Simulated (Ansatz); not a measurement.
selenium dioxide (SMILES O=[Se]=O) moved off its minimum; all values from Ansatz (a first-principles code), cores frozen in correlated methods.
(charge 0, multiplicity 1)
```xyz
3

O     -1.2819    -0.7317     0.0799
Se    -0.0460     0.1950    -0.0565
O      1.3507    -0.4923    -0.0009
```

Forces at B3LYP/def2-TZVPP (eV/Å):

```
atom      Fx      Fy      Fz
----  ------  ------  ------
O1    -2.740  -2.377   0.341
Se2    0.012   4.005  -0.484
O3     2.728  -1.628   0.143
```

**Question.** Give the forces (eV/Å), the total energy and the dipole at CCSD(T)/aug-cc-pVTZ.

**Answer.** 
```csv
atom,Fx,Fy,Fz
O1,-2.981,-2.476,0.358
Se2,0.004,4.155,-0.502
O3,2.977,-1.678,0.144
```
Energy -2550.2633 hartree, dipole 2.46 D.

Doubts at one or more of the structures used: a restricted determinant that unrestricted orbitals would lower (CCSD(T)/aug-cc-pVTZ).
